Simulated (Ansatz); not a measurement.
The cluster GaCl₃ (the lowest singlet isomer of a short search) was relaxed with PBE0-D4 (def2-SVP) in Ansatz in these states: neutral quintet, neutral singlet, neutral triplet. The geometries follow in no particular order.

A:

```xyz
4

Ga    0.000    0.000    0.000
Cl    0.353    2.013   -0.567
Cl   -1.860   -0.549    0.859
Cl    1.506   -1.465   -0.291
```

B:

```xyz
4

Ga    0.053    0.105    0.739
Cl   -0.413   -0.648   -1.437
Cl   -1.300   -1.848    0.794
Cl    1.660    2.391   -0.095
```

C:

```xyz
4

Ga    0.128   -0.779   -0.382
Cl    2.159   -0.510    0.337
Cl   -1.466    0.032    1.163
Cl   -0.820    1.257   -1.118
```

**Question.** Judge from the bond lengths which geometry belongs to which state (an estimate).

**Answer.** A is the neutral singlet (Ga1–Cl4 2.121 Å, Ga1–Cl3 2.121 Å, Ga1–Cl2 2.121 Å); B is the neutral quintet (Ga1–Cl4 2.917 Å, Ga1–Cl3 2.377 Å, Ga1–Cl2 2.349 Å); C is the neutral triplet (Ga1–Cl4 2.363 Å, Ga1–Cl3 2.363 Å, Ga1–Cl2 2.171 Å).

At PBE0-D4/def2-TZVP a singlet lies 8.90 eV below the neutral quintet. At PBE0-D4/def2-TZVP a singlet lies 3.42 eV below the neutral triplet. In the quintet, Cl2 and Cl3 lie 2.68 Å apart (atoms count from 1), so these atoms are partly bonded to each other. In the triplet, Cl3 and Cl4 lie 2.67 Å apart (atoms count from 1), so these atoms are partly bonded to each other. These are the stationary points nearest to one start from a short search; other shapes may lie lower in each state.
